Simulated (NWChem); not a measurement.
CaCl cation; SMILES [Cl][Ca+]

```xyz
2

Ca     0.0000     0.0000    -1.0670
Cl     0.0000     0.0000     1.2545
```
Atoms are numbered in this order, from 1.

Program: NWChem. Pople sets run with spherical d functions. Geometry: optimised at PBE0/def2-SVP. Vzz is the largest principal value of the second derivative of the potential at the nucleus (NWChem prints the opposite sign); η is the asymmetry. Non-relativistic.

| level | Vzz Ca1 (a.u.) | η Ca1 | Vzz Cl2 (a.u.) | η Cl2 |
|---|---|---|---|---|
| CAM-B3LYP/6-31G* | [?] | 0.00 | [?] | 0.00 |
| CAM-B3LYP/def2-SVP | -0.426 | 0.00 | 0.095 | 0.00 |
| Hartree-Fock/6-31G* | -0.492 | 0.00 | -0.101 | 0.00 |
| Hartree-Fock/def2-SVP | -0.443 | 0.00 | 0.017 | 0.00 |

Fill in the missing entries.


- CAM-B3LYP/6-31G*, Vzz Ca1 (a.u.): -0.438
- CAM-B3LYP/6-31G*, Vzz Cl2 (a.u.): 0.146
